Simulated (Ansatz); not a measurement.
Gas-phase electronic energies from Ansatz, PBE0-D4/def2-TZVP geometries. CBS: MP2 limit from def2 TZ/QZ plus the TZ coupled-cluster correction, frozen cores. This one scheme is used for every species. For Ga outer-core shells are correlated without core-valence functions, which leaves a few kJ/mol of doubt a bond. Scalar relativity is left out up to krypton. Each species was taken in one conformer, which may not be the lowest.

Reaction (ligand exchange at a Ga–C bond): `O=[CH][Ga]([OH])[OH]` + silanol → `[OH][Ga]([OH])[O][SiH3]` + `C=O`

| species | MP2/def2-TZVPP energy (Eh) |
| --- | --- |
| `O=[CH][Ga]([OH])[OH]` | -2188.69961 |
| `O[SiH3]` | -366.58654 |
| `[OH][Ga]([OH])[O][SiH3]` | -2441.01299 |
| `C=O` | -114.31056 |

Q: Work out ΔE.

A: ΔE = (-2441.01299) + (-114.31056) − (-2188.69961) − (-366.58654) = -0.03740 Eh = -98.2 kJ/mol. CCSD(T)/CBS gives -90.3 kJ/mol.

Largest T1 diagnostic among the species: 0.016.

From PBE to PBE0 (25 % exact exchange), in def2-TZVPP and without D4, ΔE moves by −11.9 kJ/mol. In def2-TZVPP, CCSD(T) changes the Hartree–Fock value by +16.8 kJ/mol (the triples alone add +2.6 kJ/mol) and MP2 by +13.1 kJ/mol.
